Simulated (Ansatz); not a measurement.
`[F][Sn][N]([SiH3])[SiH3]` + `O[SiH](F)CF` → `[OH][Sn][N]([SiH3])[SiH3]` + `FC[SiH](F)F`  (redistribution)

Program: Ansatz. Geometries: PBE0-D4/def2-TZVP. ΔE: electronic, gas phase. CBS: MP2 limit from def2 TZ/QZ plus the TZ coupled-cluster correction, frozen cores. Functionals use def2-TZVPP. Elements past krypton have def2 core potentials. For Sn outer-core shells are correlated without core-valence functions, which leaves a few kJ/mol of doubt a bond. One conformer a species, not always the lowest.

Q: Is it downhill or uphill in electronic energy at CCSD(T)/CBS, and by how much? (Estimate.)

A: Ansatz gave: Uphill: ΔE = +1.9 kcal/mol.

Q: What do these levels give: r2SCANh, HF/def2-SVP, CCSD/def2-TZVPP, HF/def2-QZVPP, HF/CBS(def2), MP2/CBS(def2)? (Estimate.)

A: The calculation gave: r2SCANh 2.7, HF/def2-SVP 6.2, CCSD/def2-TZVPP 1.6, HF/def2-QZVPP 3.6, HF/CBS(def2) 3.6, MP2/CBS(def2) 1.5 kcal/mol.

Largest T1 diagnostic among the species: 0.016.

In def2-TZVPP, CCSD(T) changes the Hartree–Fock value by −2.2 kcal/mol (the triples alone add −0.4 kcal/mol) and MP2 by −2.6 kcal/mol. Leaving LDA and LC-ωPBE aside and taking each functional with its dispersion term where it has one, the values, not all of them listed here, spread over 1.3 kcal/mol, from PBE-QIDH to ωB97X-V.
